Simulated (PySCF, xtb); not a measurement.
PbCl, SMILES [Pb][Cl] (connectivity only; charge and spin as stated), neutral, multiplicity 2.

Harmonic wavenumbers (cm⁻¹) from GFN2-xTB (xtb) at its own minimum, in rising order: 264.

Problem. What does B3LYP-D3(BJ)/def2-TZVP in PySCF give at its own minimum? (An estimate is asked for; the answer gives what the named calculation found.)

Solution. 301. Paired by order, the mean absolute difference is 37 cm⁻¹ and the zero-point energies are 0.4 and 0.4 kcal/mol.
